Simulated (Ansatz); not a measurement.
A nudged elastic band was laid between two geometries of CH3FSSi (7 atoms, charge 0, multiplicity 1).

All numbers below come from Ansatz 0.2.0, RKS PBE/STO-3G.

```yaml
movable_images: 7
climbing_image: yes
spring: 5.0 eV/Å²
optimiser: quadratic models (default)
start_path: through a guess of the saddle point
force_threshold: 0.05 eV/Å
iteration_limit: 60
end_points: relaxed
```

Initial state:

```xyz
7
Properties=species:S:1:pos:R:3
F 0.590 -2.057 1.127
C 0.048 -1.105 0.293
Si 0.545 0.590 0.268
S -0.745 1.917 -0.783
H -0.378 -1.579 -0.630
H 0.798 1.139 1.597
H -0.857 1.094 -1.872
```

Final state:

```xyz
7
Properties=species:S:1:pos:R:3
F 0.827 -1.672 1.214
C 0.180 -0.652 0.471
Si 1.399 0.657 -0.378
S -0.145 1.797 -1.277
H -0.470 -1.125 -0.321
H -0.539 -0.101 1.146
H -1.252 1.096 -0.855
```

Task: What changes between the two ends?

Result: Bonds broken: Si3–H6. Bonds formed: C2–H6.

Task: Give the energies along the band, and the barrier.

Result: The forces met the threshold. The highest image is number 4 of 0 to 8, 1.30 eV above the first end and 1.62 eV above the last; the last end lies 0.33 eV below the first. A vibrational analysis at the climbing image gives one clearly imaginary mode, 1015i cm⁻¹: a first-order saddle point. The orbitals stay closed-shell, which can raise the energy where a bond breaks towards radicals; this wasn't checked here. Limits of this set-up: minimal basis.

```tsv
image	path coordinate (Å)	energy (eV)	Si3–H6 (Å)	C2–H6 (Å)
0	0.00	0.00	1.46	2.70
1	0.46	0.04	1.46	2.67
2	0.92	0.36	1.46	2.43
3	1.38	0.91	1.48	2.12
4	1.84	1.30	1.58	1.73
5	2.32	0.53	1.90	1.27
6	2.80	-0.21	2.36	1.14
7	3.28	-0.32	2.55	1.13
8	3.76	-0.33	2.58	1.13
```

Task: What is the geometry of the highest image?

Result: 
```xyz
7
Properties=species:S:1:pos:R:3:forces:R:3
F 0.824 -1.877 0.915 0.01 0.00 0.01
C 0.307 -0.817 0.227 -0.02 0.02 -0.01
Si 0.962 0.930 0.329 0.00 -0.01 0.00
S -0.473 1.853 -1.009 0.01 0.01 0.01
H -0.582 -1.169 -0.389 0.00 0.00 0.00
H -0.014 0.379 1.438 0.00 0.01 -0.01
H -1.024 0.701 -1.511 -0.01 -0.01 0.00
```

Task: What are the harmonic wavenumbers there?

Result: 1015i, 194, 232, 257, 345, 568, 737, 811, 869, 953, 1292, 1426, 2052, 2839, 3051 cm⁻¹.

The run took 82 s on 1 CPU thread of a shared host.
